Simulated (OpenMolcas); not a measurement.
Ir6+ in a point-charge field

Ir6+ among 4 point charges of -2 e arranged as a square (D4h), 1.9 Å from the ion.
```
   1.9000    0.0000    0.0000  -2.00
   0.0000    1.9000    0.0000  -2.00
  -1.9000    0.0000    0.0000  -2.00
   0.0000   -1.9000    0.0000  -2.00
```

```yaml
Program: OpenMolcas
Method: "SS-CASPT2, IPEA 0.25 Eh, imaginary shift 0.1 Eh (closed shells correlated: 5s 5p)"
Basis: ANO-RCC-VDZP [7s6p4d2f]
Scalar_Hamiltonian: DKH2, point nucleus
Active_space: 3 electrons in 5 orbitals (5d)
State_averaging: 2S+1 = 4 even, 10 roots; 2S+1 = 2 even, 40 roots
Spin-orbit_coupling: RASSI with atomic mean-field integrals over the reference wave functions
```

The lowest spin-free states (labels of D4, the rotations of D4h), above the lowest:

| State | Degeneracy | E (cm-1) | Free-ion L (%) |
| --- | --- | --- | --- |
| 4A2 | 1 | 0 | P (63) |
| 4E | 2 | 6590 | F (94) |
| 4B1 | 1 | 9340 | F (100) |
| 2A2 | 1 | 14640 | H (78) |
| 2E | 2 | 15150 | H (72) |
| 2B2 | 1 | 15850 | D (39) |
| 4E | 2 | 15960 | F (89) |
| 2B1 | 1 | 16400 | H (33) |
| 2E | 2 | 17370 | G (49) |
| 4B2 | 1 | 18160 | F (100) |
| 2A1 | 1 | 19370 | G (85) |
| 2B2 | 1 | 20360 | G (47) |
| 2E | 2 | 23980 | P (34) |
| 2E | 2 | 24670 | G (76) |
| 2B1 | 1 | 25950 | G (86) |
| 2A2 | 1 | 27440 | G (57) |
| 2A1 | 1 | 28130 | G (73) |
| 2B1 | 1 | 29610 | H (53) |
| 4A2 | 1 | 31950 | F (63) |
| 2E | 2 | 34490 | H (62) |

The lowest levels with spin-orbit coupling:

```json
{"E (cm-1)": "0", "Degeneracy": "2", "Label": "E3/2", "2S+1": "4 (69 %)", "g": "0.23 0.23 2.54"}
{"E (cm-1)": "3950", "Degeneracy": "2", "Label": "E1/2", "2S+1": "4 (89 %)", "g": "1.13 1.13 1.29"}
{"E (cm-1)": "6000", "Degeneracy": "2", "Label": "E3/2", "2S+1": "4", "g": "0.62 0.62 2.91"}
{"E (cm-1)": "10430", "Degeneracy": "2", "Label": "E3/2", "2S+1": "4 (88 %)", "g": "1.80 1.80 3.00"}
{"E (cm-1)": "10730", "Degeneracy": "2", "Label": "E1/2", "2S+1": "4 (79 %)", "g": "0.88 1.61 1.61"}
{"E (cm-1)": "14270", "Degeneracy": "2", "Label": "E1/2", "2S+1": "4 (77 %)", "g": "0.27 0.27 3.34"}
{"E (cm-1)": "15610", "Degeneracy": "2", "Label": "E1/2", "2S+1": "2 (51 %)", "g": "0.79 0.79 1.56"}
{"E (cm-1)": "16060", "Degeneracy": "2", "Label": "E3/2", "2S+1": "4 (68 %)", "g": "0.52 3.45 3.45"}
{"E (cm-1)": "18540", "Degeneracy": "2", "Label": "E1/2", "2S+1": "4 (55 %)", "g": "2.11 2.11 3.57"}
{"E (cm-1)": "18680", "Degeneracy": "2", "Label": "E3/2", "2S+1": "2 (71 %)", "g": "0.14 0.14 2.63"}
{"E (cm-1)": "19430", "Degeneracy": "2", "Label": "E3/2", "2S+1": "4 (66 %)", "g": "1.84 1.84 3.97"}
{"E (cm-1)": "21570", "Degeneracy": "2", "Label": "E3/2", "2S+1": "2 (68 %)", "g": "1.51 1.51 1.72"}
{"E (cm-1)": "22790", "Degeneracy": "2", "Label": "E1/2", "2S+1": "2 (59 %)", "g": "1.15 1.34 1.34"}
{"E (cm-1)": "23680", "Degeneracy": "2", "Label": "E3/2", "2S+1": "2 (55 %)", "g": "1.18 1.24 1.24"}
{"E (cm-1)": "24540", "Degeneracy": "2", "Label": "E1/2", "2S+1": "4 (75 %)", "g": "0.11 0.11 0.67"}
{"E (cm-1)": "26190", "Degeneracy": "2", "Label": "E1/2", "2S+1": "4 (74 %)", "g": "2.23 2.23 2.82"}
{"E (cm-1)": "26910", "Degeneracy": "2", "Label": "E3/2", "2S+1": "2 (60 %)", "g": "0.05 4.18 4.18"}
{"E (cm-1)": "28030", "Degeneracy": "2", "Label": "E1/2", "2S+1": "2", "g": "0.91 3.74 3.74"}
{"E (cm-1)": "28650", "Degeneracy": "2", "Label": "E1/2", "2S+1": "2 (56 %)", "g": "1.62 1.79 1.79"}
{"E (cm-1)": "29640", "Degeneracy": "2", "Label": "E3/2", "2S+1": "2 (57 %)", "g": "1.38 1.38 1.98"}
```

Powder χT (cm3 K/mol): 0.205 at 2 K, 0.206 at 10 K, 0.21 at 50 K, 0.215 at 100 K, 0.225 at 200 K, 0.234 at 300 K. The effective moment at 300 K is 2.828 √(χT) = 1.37 μB.

Spin-orbit coupling mixes the spin-free states strongly: the lowest level takes only 30 % from its leading state, 4E, which lies 6590 cm-1 above the lowest spin-free state. Free-ion shares, where given, are those of the reference states; single-state CASPT2 does not remix them. This is an electrostatic model: the charges have no orbitals. No measured value stands beside these numbers.
